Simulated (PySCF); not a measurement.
Calculation: PySCF 2.14.0 with PBE0-D4/def2-TZVP. Isolated molecules, 0 K electronic values unless said otherwise. 

Reference species (SMILES): `F[B]F` (neutral, multiplicity 2).

- dipole moment: 0.27 D

Changed species: `F[B]Br` (radical fragment; the reference has radical fragment).

Task: Predict the effect on the dipole moment.

Result: the dipole moment falls by 0.18 D, to 0.09 D.
